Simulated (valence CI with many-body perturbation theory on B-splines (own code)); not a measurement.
# Au⁶⁶⁺: calculated level list

Level of theory: valence CI with perturbative core correlation (CI+MBPT): three valence electrons over a frozen Dirac-Fock core [Ne], radial functions for each j: 11 s, 11 p, 10 d, 8 f, 5 g, 2 h, with the one-electron correlation potential Σ1, the two-electron term Σ2, the three-electron term Σ3, Breit, model QED; selected CI, second order for the rest, scaled by the run's own slope (own B-spline code, finite nucleus).

No measured spectrum was set against this ion. As an estimate, large intervals hold to a few tenths of a per cent, small ones and those within an open d or f shell to about a per cent.

Levels 1 to 45 of 157, with energies above the lowest level, (3s^2 3p1/2) J=1/2. "Leading %" is the weight of the configuration and term that name the level; weights of strongly mixed levels are sums over their largest components and can fall short. In the jj column 3d3/2^4 stands for four electrons in 3d with j = 3/2. Lifetimes count E1, E2, E3, M1 and M2 decay at the calculated energies, and are blank where another channel may lead or the interval is too uncertain; long ones can be off by a factor of two.

| No. | Configuration | Term | J | E (eV) | Leading % | Lifetime | g | Leading jj |
| --- | --- | --- | --- | --- | --- | --- | --- | --- |
| 1 | 3s2 3p | 2P° | 1/2 | 0.0 | 100 |  | 0.644 | 3s^2 3p1/2 (100 %) |
| 2 | 3s 3p2 | 4P | 1/2 | 186.7 | 51 | 21.5 ps | 2.079 | 3s 3p1/2^2 (99 %) |
| 3 | 3s2 3p | 2P° | 3/2 | 497.6 | 99 | 742 ps | 1.318 | 3s^2 3p3/2 (99 %) |
| 4 | 3s 3p2 | 4P | 3/2 | 650.6 | 88 | 38.6 ps | 1.618 | 3s 3p1/2 3p3/2 (99 %) |
| 5 | 3s 3p2 | 2D | 5/2 | 670.7 | 62 | 58.1 ps | 1.329 | 3s 3p1/2 3p3/2 (98 %) |
| 6 | 3s 3p2 | 2D | 3/2 | 692.6 | 47 | 784 fs | 0.969 | 3s 3p1/2 3p3/2 (79 %) |
| 7 | 3s 3p2 | 2P | 1/2 | 704.1 | 69 | 204 fs | 1.273 | 3s 3p1/2 3p3/2 (99 %) |
| 8 | 3s2 3d | 2D | 3/2 | 752.7 | 78 | 154 fs | 0.828 | 3s^2 3d3/2 (78 %) |
| 9 | 3s2 3d | 2D | 5/2 | 853.4 | 98 | 2.56 ps | 1.191 | 3s^2 3d5/2 (98 %) |
| 10 | 3s 3p 3d | 4F° | 3/2 | 873.6 | 33 | 2.55 ps | 0.935 | 3s 3p1/2 3d3/2 (56 %) |
| 11 | 3s 3p 3d | 4F° | 3/2 | 887.6 | 44 | 1.36 ps | 0.846 | 3s 3p1/2 3d3/2 (57 %) |
| 12 | 3s 3p 3d | 4F° | 5/2 | 899.4 | 41 | 30.4 ps | 1.013 | 3s 3p1/2 3d3/2 (99 %) |
| 13 | 3s 3p 3d | 4D° | 1/2 | 928.6 | 56 | 252 fs | 0.404 | 3s 3p1/2 3d3/2 (99 %) |
| 14 | 3s 3p 3d | 4D° | 3/2 | 937.2 | 30 | 164 fs | 1.272 | 3s 3p1/2 3d3/2 (84 %) |
| 15 | 3s 3p 3d | 4P° | 5/2 | 1010.6 | 38 | 2.65 ps | 1.347 | 3s 3p1/2 3d5/2 (100 %) |
| 16 | 3s 3p 3d | 4F° | 7/2 | 1026.6 | 40 | 3.38 ps | 1.232 | 3s 3p1/2 3d5/2 (99 %) |
| 17 | 3s 3p 3d | 2F° | 5/2 | 1037.6 | 51 | 2.90 ps | 1.033 | 3s 3p1/2 3d5/2 (99 %) |
| 18 | 3s 3p 3d | 2P° | 3/2 | 1042.3 | 37 | 1.17 ps | 1.109 | 3s 3p1/2 3d5/2 (94 %) |
| 19 | 3p2 3d | 2D | 3/2 | 1107.0 | 42 | 5.56 ps | 0.775 | 3p1/2^2 3d3/2 (99 %) |
| 20 | 3s 3p2 | 4P | 5/2 | 1160.7 | 62 | 839 fs | 1.432 | 3s 3p3/2^2 (99 %) |
| 21 | 3s 3p2 | 2S | 1/2 | 1201.6 | 68 | 283 fs | 1.932 | 3s 3p3/2^2 (99 %) |
| 22 | 3s 3p2 | 2P | 3/2 | 1209.2 | 60 | 139 fs | 1.188 | 3s 3p3/2^2 (99 %) |
| 23 | 3p2 3d | 2D | 5/2 | 1235.0 | 34 | 2.36 ps | 1.188 | 3p1/2^2 3d5/2 (99 %) |
| 24 | 3p3 | 2D° | 5/2 | 1364.4 | 65 | 462 fs | 1.177 | 3p1/2 3p3/2^2 (65 %) |
| 25 | 3p3 | 4S° | 3/2 | 1370.5 | 49 | 184 fs | 1.423 | 3p1/2 3p3/2^2 (91 %) |
| 26 | 3p3 | 2P° | 1/2 | 1389.0 | 75 | 236 fs | 0.836 | 3p1/2 3p3/2^2 (75 %) |
| 27 | 3s 3p 3d | 4D° | 3/2 | 1397.3 | 43 | 250 fs | 1.273 | 3s 3p3/2 3d3/2 (96 %) |
| 28 | 3s 3p 3d | 4P° | 1/2 | 1399.4 | 74 | 335 fs | 2.012 | 3s 3p3/2 3d3/2 (91 %) |
| 29 | 3s 3p 3d | 4D° | 5/2 | 1403.1 | 36 | 186 fs | 1.201 | 3s 3p3/2 3d3/2 (76 %) |
| 30 | 3s 3p 3d | 4F° | 7/2 | 1405.0 | 42 | 355 fs | 1.216 | 3s 3p3/2 3d3/2 (96 %) |
| 31 | 3s 3p 3d | 2D° | 3/2 | 1436.4 | 60 | 130 fs | 0.986 | 3s 3p3/2 3d3/2 (91 %) |
| 32 | 3s 3p 3d | 2F° | 5/2 | 1449.3 | 64 | 112 fs | 0.966 | 3s 3p3/2 3d3/2 (89 %) |
| 33 | 3s 3p 3d | 2P° | 1/2 | 1455.9 | 62 | 101 fs | 0.610 | 3s 3p3/2 3d3/2 (84 %) |
| 34 | 3s 3p 3d | 4F° | 9/2 | 1486.0 | 100 | 1.79 ns | 1.318 | 3s 3p3/2 3d5/2 (100 %) |
| 35 | 3s 3p 3d | 2D° | 5/2 | 1510.4 | 46 | 860 fs | 1.340 | 3s 3p3/2 3d5/2 (98 %) |
| 36 | 3s 3p 3d | 2F° | 7/2 | 1519.4 | 52 | 1.39 ps | 1.249 | 3s 3p3/2 3d5/2 (97 %) |
| 37 | 3s 3p 3d | 2D° | 3/2 | 1523.6 | 42 | 878 fs | 1.140 | 3s 3p3/2 3d5/2 (94 %) |
| 38 | 3s 3p 3d | 2F° | 7/2 | 1540.9 | 70 | 235 fs | 1.194 | 3s 3p3/2 3d5/2 (99 %) |
| 39 | 3s 3p 3d | 2P° | 1/2 | 1550.3 | 83 | 1.04 ps | 0.722 | 3s 3p3/2 3d5/2 (95 %) |
| 40 | 3s 3p 3d | 2P° | 3/2 | 1562.5 | 75 | 201 fs | 1.297 | 3s 3p3/2 3d5/2 (99 %) |
| 41 | 3s 3p 3d | 2D° | 5/2 | 1564.8 | 62 | 205 fs | 1.113 | 3s 3p3/2 3d5/2 (96 %) |
| 42 | 3p2 3d | 2F | 5/2 | 1575.5 | 48 | 523 fs | 0.943 | 3p1/2 3p3/2 3d3/2 (91 %) |
| 43 | 3p2 3d | 4F | 3/2 | 1584.2 | 41 | 303 fs | 0.895 | 3p1/2 3p3/2 3d3/2 (98 %) |
| 44 | 3p2 3d | 4D | 1/2 | 1587.3 | 81 | 273 fs | 0.169 | 3p1/2 3p3/2 3d3/2 (100 %) |
| 45 | 3p2 3d | 2G | 7/2 | 1592.5 | 53 | 340 fs | 1.012 | 3p1/2 3p3/2 3d3/2 (97 %) |

The ionisation energy to 3s2 1S_0 of the next ion comes out as 7910.8 eV (NIST: 7910 ± 40 eV (theoretical)). All 157 levels together are meant to be complete up to 3858.2 eV.
